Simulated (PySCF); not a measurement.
## Correlation energy of Bi⁺ (bismuth, charge +1)

[Xe] 4f14 5d10 6s2 6p2, high-spin 3P determinant. All numbers are calculated (PySCF 2.14, scalar relativity through the core potential, in aug-cc-pwCVDZ-PP with ECP60MDF (6s5p4d1f, 48 functions)). Frozen: 5s2 5p6 5d10; 4 electrons correlated.

MP2 pair energies summed by pair of shells (mhartree):

| pair | energy | share (%) |
| --- | --- | --- |
| 6s-6p | -20.01 | 59.6 |
| 6s-6s | -10.43 | 31.0 |
| 6p-6p | -3.15 | 9.4 |

Total MP2 correlation energy: -33.59 mhartree.

Same-spin part -5.97 and opposite-spin part -27.62 mhartree; SCS-MP2 scales them by 1/3 and 6/5 to -35.14 mhartree.

Spin-orbit coupling is strong in this species, so the high-spin LS determinant is a model state.
